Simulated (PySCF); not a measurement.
GaCl3, SMILES [Cl][Ga]([Cl])[Cl]. Geometry: B3LYP-D3(BJ)/def2-SVP. The isomer is the one that the SMILES or the coordinates give; other isomers of the formula were not compared.

All values below come from B3LYP-D3(BJ)/def2-SVP in PySCF.

Harmonic wavenumbers (cm⁻¹): 125, 125, 135, 367, 464, 464. Rotational constants (GHz): 2.086, 2.086, 1.043; symmetry number 6.

Task: Work out the zero-point energy and the ideal-gas rigid-rotor harmonic-oscillator thermochemistry at 298.15 K and 1 atm.

Result: ZPE = ½ Σ hcν = ½ × 1679 cm⁻¹ = 10.04 kJ/mol. H − E(el) = 27.56 kJ/mol. Entropy in J/(mol K): translation 173.24, rotation 104.98, vibration 48.19, total 326.40. G − E(el) = -69.76 kJ/mol. Cp = 75.00 J/(mol K). Modes under 150 cm⁻¹ make the vibrational entropy uncertain.
